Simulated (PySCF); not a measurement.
Two-component Hartree-Fock for Ni⁴⁺ (nickel, charge +4)

Start: [Ar] 3d6; 3d3/2 filled at m_j = -3/2, -1/2, +1/2, +3/2; 3d5/2 filled at m_j = +3/2, +5/2. Calculated with PySCF 2.14 in x2c-SVPall-2c: generalised Hartree-Fock with the X2C-1e Hamiltonian and a Gaussian nucleus; one run each with spin-orbit coupling (SO) switched off, then screened by Boettger's factors.

| spinor shell | electrons | ε, spin-free (eV) | ε, screened SO (eV) | weight of nominal j (screened SO) | rms radius, screened SO (bohr) |
| --- | --- | --- | --- | --- | --- |
| 1s1/2 | 2 | -8468.4 | -8468.3 | 1.000 | 0.0625 |
| 2s1/2 | 2 | -1119.4 | -1119.4 | 1.000 | 0.265 |
| 2p1/2 | 2 | -969.06 | -981.65 | 0.988 | 0.236 |
| 3s1/2 | 2 | -199.32 | -199.31 | 1.000 | 0.790 |
| 3p3/2 | 4 | -152.21 | -151.20 | 0.828 | 0.838 |
| 3p1/2 | 2 | -152.21 | -154.24 | 0.657 | 0.835 |
| 3d3/2 | 4 | -83.832 | -83.438 | 0.664 | 0.918 |
| 3d5/2 | 2 | -83.832 | -84.640 | 0.893 | 0.913 |

(1) Where does 2p3/2 lie, and what is the 2p spin-orbit splitting (screened SO)?

```
   quantity    spin-free  screened SO
E (hartree)  -1514.80409  -1514.83319
        M_J            4            4
       ⟨J²⟩       20.003       20.003
       ⟨L²⟩        6.001        6.015
       ⟨S²⟩        6.001        5.994
```

Each row is a mean over spinors that exchange with the open shell spreads, by up to 18.628 eV (3p3/2).

Rows whose weight is well below 1 are mixtures of j = l ± 1/2: exchange outweighs spin-orbit coupling there, and the label is only the starting occupation.

Without spin-orbit coupling the j labels of p, d and f shells carry no meaning; the spin-free column gives the mean over the occupied spinors of each nl shell.

## Answers

(1) At -962.86 eV, 18.787 eV above 2p1/2.
